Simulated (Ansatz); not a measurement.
## Interaction energy ladder

The pair of Li⁺ (SMILES [Li+], atom 1) and Si₂H₆O (SMILES [SiH3]O[SiH3], atoms 2–10), both closed shells, in one local arrangement (a lower one may exist), relaxed at PBE0-D4/def2-TZVP:

```json
{"atom": "Li1", "x (Å)": "-1.4490", "y (Å)": "-0.3705", "z (Å)": "-1.7984"}
{"atom": "Si2", "x (Å)": "1.3503", "y (Å)": "-0.1723", "z (Å)": "-0.7309"}
{"atom": "O3", "x (Å)": "-0.3190", "y (Å)": "-0.0828", "z (Å)": "-0.3981"}
{"atom": "Si4", "x (Å)": "-1.0472", "y (Å)": "0.2496", "z (Å)": "1.1065"}
{"atom": "H5", "x (Å)": "1.9540", "y (Å)": "1.1381", "z (Å)": "-0.4190"}
{"atom": "H6", "x (Å)": "1.3629", "y (Å)": "-0.4649", "z (Å)": "-2.1868"}
{"atom": "H7", "x (Å)": "1.9207", "y (Å)": "-1.2771", "z (Å)": "0.0647"}
{"atom": "H8", "x (Å)": "-2.4931", "y (Å)": "0.1765", "z (Å)": "0.7746"}
{"atom": "H9", "x (Å)": "-0.6402", "y (Å)": "1.6045", "z (Å)": "1.5277"}
{"atom": "H10", "x (Å)": "-0.6393", "y (Å)": "-0.8010", "z (Å)": "2.0597"}
```

Computed with Ansatz 0.2.0 (basis: def2-TZVPPD, with def2-QZVPPD for the basis limit); correlated methods freeze the cores. The outer core shell of Li, Na, Mg and K is correlated. B3LYP uses VWN-RPA correlation. Extrapolation: Hartree–Fock as exp(−7.88 √X), correlation as X^−2.97. Interaction energies count from these two fragments, frozen as in the pair, with the counterpoise correction; negative means bound.

(1) What is the interaction energy by CCSD(T) at an estimated basis limit (MP2 extrapolated from triple and quadruple zeta, plus CCSD(T) − MP2 in triple zeta)? (An estimate is asked for; the value comes from the calculation.)

(2) Which atoms make the shortest contact between the fragments?

T1 diagnostic: at most 0.013.

Answers

(1) Computed: -145.9 kJ/mol. Hartree–Fock alone gives -152.7 kJ/mol at the basis limit. It counts from the two fragments frozen as in the pair.

The same quantity by other methods in triple zeta, and each one's difference from that estimate:
```json
{"method": "PBE-D4", "E_int (kJ/mol)": "-145.6", "difference": "0.2"}
{"method": "revPBE-D4", "E_int (kJ/mol)": "-139.8", "difference": "6.1"}
{"method": "BLYP-D4", "E_int (kJ/mol)": "-147.6", "difference": "-1.7"}
{"method": "r2SCAN-D4", "E_int (kJ/mol)": "-138.8", "difference": "7.0"}
{"method": "B97M-V", "E_int (kJ/mol)": "-137.1", "difference": "8.8"}
{"method": "PBE0-D4", "E_int (kJ/mol)": "-150.2", "difference": "-4.3"}
{"method": "B3LYP-D4", "E_int (kJ/mol)": "-152.6", "difference": "-6.7"}
{"method": "HSE06-D4", "E_int (kJ/mol)": "-150.0", "difference": "-4.1"}
{"method": "wB97X-V", "E_int (kJ/mol)": "-147.3", "difference": "-1.5"}
{"method": "wB97M-V", "E_int (kJ/mol)": "-147.1", "difference": "-1.3"}
{"method": "B2PLYP", "E_int (kJ/mol)": "-147.8", "difference": "-2.0"}
{"method": "HF", "E_int (kJ/mol)": "-150.2", "difference": "-4.3"}
{"method": "MP2", "E_int (kJ/mol)": "-139.5", "difference": "6.3"}
{"method": "CCSD", "E_int (kJ/mol)": "-143.2", "difference": "2.7"}
{"method": "CCSD(T)", "E_int (kJ/mol)": "-140.9", "difference": "5.0"}
```
Differences are method less estimate.

(2) Li1 and O3, 1.82 Å apart.

Energy to bend the free fragments (PBE0-D4 minima) into their shapes in the pair, CCSD(T)/def2-TZVPPD: Si₂H₆O 17.4 kJ/mol. This must be added to the interaction energy to get the binding energy from relaxed fragments.

Basis-set superposition shift (counterpoise-corrected less uncorrected): CCSD(T) 1.9; MP2 1.8; HF 0.2; PBE0-D4 0.3; wB97M-V 0.4 kJ/mol.

For scale, one of the runs: CCSD(T)/def2-TZVPPD, 260 basis functions, launched by `ansatz run in.yaml --threads 4 --pin off --events-out ev --progress --plain --max-ram 9574MiB`. Time: 91 s of wall clock on 4 CPU threads of an Arm Neoverse V1; the host was shared. Peak host memory: 5.8 GiB.
